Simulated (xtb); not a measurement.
xtb input file for C2H3O2, SMILES O=C(O)[CH2], multiplicity 2, GFN2-xTB. 

```
$ xtb mol.xyz --gfn 2 --sp --chrg 0 --uhf 1 --json
$ cat mol.xyz
7

C      0.27498265    -1.36658711     0.00000000
C     -0.10788409     0.00618406    -0.00000000
O     -1.25550740     0.41770615     0.00000000
O      0.94763270     0.85133803    -0.00000000
H      1.31485428    -1.63358038     0.00000000
H     -0.48601101    -2.12346501    -0.00000000
H      0.63156303     1.76711022     0.00000000
```

Program output:

```
[banner left out]
          |                Calculation Setup                |
           -------------------------------------------------



           -------------------------------------------------
          |                 G F N 2 - x T B                 |
           -------------------------------------------------

        Reference                      10.1021/acs.jctc.8b01176
      * Hamiltonian:
        H0-scaling (s, p, d)           1.850000    2.230000    2.230000
        zeta-weighting                 0.500000
      * Dispersion:
        s8                             2.700000
        a1                             0.520000
        a2                             5.000000
        s9                             5.000000
      * Repulsion:
        kExp                           1.500000    1.000000
        rExp                           1.000000
      * Coulomb:
        alpha                          2.000000
        third order                    shell-resolved
        anisotropic                    true
        a3                             3.000000
        a5                             4.000000
        cn-shift                       1.200000
        cn-exp                         4.000000
        max-rad                        5.000000


          ...................................................
          :                      SETUP                      :
          :.................................................:
          :  # basis functions                  19          :
          :  # atomic orbitals                  19          :
          :  # shells                           11          :
          :  # electrons                        23          :
          :  max. iterations                   250          :
          :  Hamiltonian                  GFN2-xTB          :
          :  restarted?                      false          :
          :  GBSA solvation                  false          :
          :  PC potential                    false          :
          :  electronic temp.          300.0000000     K    :
          :  accuracy                    1.0000000          :
          :  -> integral cutoff          0.2500000E+02      :
          :  -> integral neglect         0.1000000E-07      :
          :  -> SCF convergence          0.1000000E-05 Eh   :
          :  -> wf. convergence          0.1000000E-03 e    :
          :  Broyden damping             0.4000000          :
          :  net charge                          0          :
          :  unpaired electrons                  1          :
          ...................................................

 iter      E             dE          RMSdq      gap      omega  full diag
   1    -13.9618206 -0.139618E+02  0.613E+00    5.69       0.0  T
   2    -13.9896912 -0.278706E-01  0.323E+00    5.32       1.0  T
   3    -13.9901943 -0.503108E-03  0.176E+00    5.40       1.0  T
   4    -13.9935810 -0.338668E-02  0.183E-01    5.31       1.0  T
   5    -13.9936388 -0.578144E-04  0.936E-02    5.28       1.0  T
   6    -13.9936553 -0.165252E-04  0.335E-02    5.30       1.1  T
   7    -13.9936575 -0.214689E-05  0.101E-02    5.30       3.7  T
   8    -13.9936576 -0.819124E-07  0.582E-03    5.30       6.5  T
   9    -13.9936577 -0.140649E-06  0.148E-03    5.30      25.6  T
  10    -13.9936577 -0.722829E-08  0.623E-04    5.30      60.7  T
  11    -13.9936577 -0.205067E-08  0.705E-05    5.30     536.3  T

   *** convergence criteria satisfied after 11 iterations ***

         #    Occupation            Energy/Eh            Energy/eV
      -------------------------------------------------------------
         1        2.0000           -0.7447102             -20.2646
       ...           ...                  ...                  ...
         6        2.0000           -0.5764940             -15.6872
         7        2.0000           -0.5650657             -15.3762
         8        2.0000           -0.5103034             -13.8861
         9        2.0000           -0.5036195             -13.7042
        10        2.0000           -0.4779018             -13.0044
        11        2.0000           -0.4322402             -11.7619
        12        1.0000           -0.3983516             -10.8397 (HOMO)
        13                         -0.2036144              -5.5406 (LUMO)
        14                          0.0567803               1.5451
        15                          0.1291975               3.5156
        16                          0.1805678               4.9135
        17                          0.2421370               6.5889
       ...                                ...                  ...
        19                          0.6153656              16.7450
      -------------------------------------------------------------
                  HL-Gap            0.1947372 Eh            5.2991 eV
             Fermi-level           -0.3581394 Eh           -9.7455 eV

 SCC (total)                   0 d,  0 h,  0 min,  0.004 sec
 SCC setup                      ...        0 min,  0.000 sec (  3.030%)
 Dispersion                     ...        0 min,  0.000 sec (  2.035%)
 classical contributions        ...        0 min,  0.000 sec (  0.670%)
 integral evaluation            ...        0 min,  0.001 sec ( 13.851%)
 iterations                     ...        0 min,  0.002 sec ( 50.056%)
 molecular gradient             ...        0 min,  0.001 sec ( 25.992%)
 printout                       ...        0 min,  0.000 sec (  4.053%)

         :::::::::::::::::::::::::::::::::::::::::::::::::::::
         ::                     SUMMARY                     ::
         :::::::::::::::::::::::::::::::::::::::::::::::::::::
         :: total energy             -13.867933052316 Eh    ::
         :: gradient norm              0.000164361725 Eh/a0 ::
         :: HOMO-LUMO gap              5.299067697937 eV    ::
         ::.................................................::
         :: SCC energy               -13.993657506182 Eh    ::
         :: -> isotropic ES            0.048978912493 Eh    ::
         :: -> anisotropic ES          0.000756531650 Eh    ::
         :: -> anisotropic XC          0.001193894586 Eh    ::
         :: -> dispersion             -0.002464776050 Eh    ::
         :: repulsion energy           0.125724453867 Eh    ::
         :: add. restraining           0.000000000000 Eh    ::
         :: total charge              -0.000000000000 e     ::
         :::::::::::::::::::::::::::::::::::::::::::::::::::::

           -------------------------------------------------
          |                Property Printout                |
           -------------------------------------------------

    * Orbital Energies and Occupations

         #    Occupation            Energy/Eh            Energy/eV
      -------------------------------------------------------------
         1        2.0000           -0.7447102             -20.2646
         2        2.0000           -0.7179361             -19.5360
         3        2.0000           -0.6714053             -18.2699
         4        2.0000           -0.6218372             -16.9211
         5        2.0000           -0.5858413             -15.9416
         6        2.0000           -0.5764940             -15.6872
         7        2.0000           -0.5650657             -15.3762
         8        2.0000           -0.5103034             -13.8861
         9        2.0000           -0.5036195             -13.7042
        10        2.0000           -0.4779018             -13.0044
        11        2.0000           -0.4322402             -11.7619
        12        1.0000           -0.3983516             -10.8397 (HOMO)
        13                         -0.2036144              -5.5406 (LUMO)
Note: The following floating-point exceptions are signalling: IEEE_UNDERFLOW_FLAG IEEE_DENORMAL
normal termination of xtb
        14                          0.0567803               1.5451
        15                          0.1291975               3.5156
        16                          0.1805678               4.9135
        17                          0.2421370               6.5889
        18                          0.3395548               9.2398
        19                          0.6153656              16.7450
      -------------------------------------------------------------
                  HL-Gap            0.1947372 Eh            5.2991 eV
             Fermi-level           -0.3581394 Eh           -9.7455 eV

     #   Z          covCN         q      C6AA      α(0)
     1   6 C        2.836    -0.086    30.134     8.996
     2   6 C        2.689     0.353    21.007     7.501
     3   8 O        0.857    -0.408    21.837     6.265
     4   8 O        1.661    -0.387    20.594     6.126
     5   1 H        0.926     0.098     1.803     2.100
     6   1 H        0.926     0.100     1.785     2.089
     7   1 H        0.805     0.329     0.639     1.256

 Mol. C6AA /au·bohr⁶  :        514.107484
 Mol. C8AA /au·bohr⁸  :      11500.693024
 Mol. α(0) /au        :         34.333124


Wiberg/Mayer (AO) data.
largest (>0.10) Wiberg bond orders for each atom

 ---------------------------------------------------------------------------
     #   Z sym  total        # sym  WBO       # sym  WBO       # sym  WBO
 ---------------------------------------------------------------------------
     1   6 C    3.388 --     2 C    1.209     5 H    0.977     6 H    0.976
                             3 O    0.175
     2   6 C    3.936 --     3 O    1.636     1 C    1.209     4 O    1.089
     3   8 O    1.994 --     2 C    1.636     1 C    0.175     4 O    0.169
     4   8 O    2.175 --     2 C    1.089     7 H    0.870     3 O    0.169
     5   1 H    0.990 --     1 C    0.977
     6   1 H    0.990 --     1 C    0.976
     7   1 H    0.892 --     4 O    0.870
 ---------------------------------------------------------------------------

Topologies differ in total number of bonds
Writing topology from bond orders to xtbtopo.mol

molecular dipole:
                 x           y           z       tot (Debye)
 q only:        0.703      -0.324       0.000
   full:        0.759      -0.264       0.000       2.041
molecular quadrupole (traceless):
                xx          xy          yy          xz          yz          zz
 q only:       -4.581       1.038       5.582       0.000       0.000      -1.002
  q+dip:       -5.981       1.045       7.156       0.000      -0.000      -1.175
   full:       -6.556       1.185       6.590       0.000      -0.000      -0.034


           -------------------------------------------------
          | TOTAL ENERGY              -13.867933052316 Eh   |
          | GRADIENT NORM               0.000164361725 Eh/α |
          | HOMO-LUMO GAP               5.299067697937 eV   |
           -------------------------------------------------

------------------------------------------------------------------------
------------------------------------------------------------------------
 total:
 SCF:
```

The calculation finished and met its thresholds.

Cost: around 0.05 core-seconds (rough).
